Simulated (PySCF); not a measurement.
## Ionisation energy of Se³⁰⁺ by level of theory

Se³⁰⁺ [He] 2s2 (1S) → Se³¹⁺ [He] 2s1 (2S), as a difference of total energies. Computed with PySCF 2.14 in an uncontracted even-tempered set (19 s from 9.9 bohr⁻², ratio 2.2; 8 p from 15 bohr⁻², ratio 2.4; 5 d from 46 bohr⁻², ratio 2.4; 5 f from 69 bohr⁻², ratio 2.4; 4 g from 100 bohr⁻², ratio 2.4), with the spin-free X2C one-electron Hamiltonian (Gaussian nucleus). Correlated levels: nothing frozen; virtual orbitals above 40 to 60 times the deepest correlated orbital energy dropped. The calculations carry no spin-orbit coupling.

```csv
method,ionisation energy (eV)
UHF,3501.6
LDA,3500.0
PBE,3505.7
PBE0,3505.0
r2SCAN,3501.1
M06-2X,3507.1
PW91,3506.3
MP2 (all electrons),3507.0
SCS-MP2 (all electrons),3508.0
```

Question: How much does correlation contribute at MP2 (all electrons)?

Answer: 3507.0 − (3501.6) = 5.4 eV, measured against UHF.

For this ion Breit and QED terms and the two-electron picture change, all absent here, outweigh the differences among the correlated methods.

For comparison: 3507 ± 3 eV (semi-empirical (NIST evaluation); NIST Atomic Spectra Database, ionization energies).
